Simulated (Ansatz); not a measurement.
Cost and result up the ladder for SiCl3(NHiPr) (C3H8Cl3NSi) (16 atoms). Total charge 0; singlet. Geometry: PBE-D4/def2-SVP.

```tsv
atom	x (Å)	y (Å)	z (Å)
C1	0.3163	0.3986	0.7525
C2	1.3735	-0.6879	0.9967
C3	-1.0806	-0.0563	1.1814
Cl4	0.3595	1.0498	-3.6648
Cl5	-0.5631	-1.8224	-2.1444
Cl6	-2.5448	0.8103	-1.9970
N7	0.3204	0.8524	-0.6486
Si8	-0.5529	0.2507	-1.9907
H9	1.1671	1.3626	-0.9172
H10	0.5810	1.2866	1.3708
H11	1.1385	-1.5959	0.4050
H12	1.4178	-0.9689	2.0689
H13	2.3821	-0.3372	0.6962
H14	-1.4023	-0.9559	0.6155
H15	-1.0804	-0.3270	2.2553
H16	-1.8321	0.7405	1.0203
```

Ansatz on 4 threads of Arm Neoverse V2 on a shared host. Times are rough, and most runs start from the orbitals of an earlier one. CAM-B3LYP-D4/def2-TZVP serves as the yardstick here, not as an exact answer. Differences are given only for rows in sets of like size (and for xTB, whose basis is part of the method), since another set adds its own error. Binding counts from free atoms at the same level (C triplet, Cl doublet, N quartet, Si triplet, H doublet; other spins of the atoms weren't run), without zero-point energy or a counterpoise term.

Correlated methods freeze 24 core orbitals.

Correlated methods converge slowly with the basis.

| level | functions | wall time |
| --- | --- | --- |
| HF/STO-3G | 64 | 0.3 s |
| PBE-D4/def2-SVP | 168 | 2.4 s |
| PBE0-D4/def2-SVP | 168 | 3.5 s |
| revPBE-D4/def2-TZVP | 320 | 5.5 s |
| PBE-D4/def2-TZVP (with forces) | 320 | 6 s |
| MP2/def2-TZVP | 320 | 9.5 s |
| r2SCAN-D4/def2-TZVP | 320 | 11 s |
| CAM-B3LYP-D4/def2-TZVP | 320 | 11 s |
| PBE0-D4/def2-TZVP | 320 | 13 s |
| r2SCANh-D4/def2-TZVP | 320 | 15 s |

Question: Estimate what each level gives for the binding energy per atom (eV).

Answer: 
```csv
level,binding energy per atom (eV),difference from CAM-B3LYP-D4/def2-TZVP (eV)
HF/STO-3G,3.45,–
PBE-D4/def2-SVP,4.02,–
PBE0-D4/def2-SVP,3.96,–
revPBE-D4/def2-TZVP,3.91,-0.01
PBE-D4/def2-TZVP (with forces),4.00,0.08
MP2/def2-TZVP,3.85,-0.07
r2SCAN-D4/def2-TZVP,3.93,0.01
CAM-B3LYP-D4/def2-TZVP,3.92,0.00
PBE0-D4/def2-TZVP,3.94,0.02
r2SCANh-D4/def2-TZVP,3.91,-0.01
```
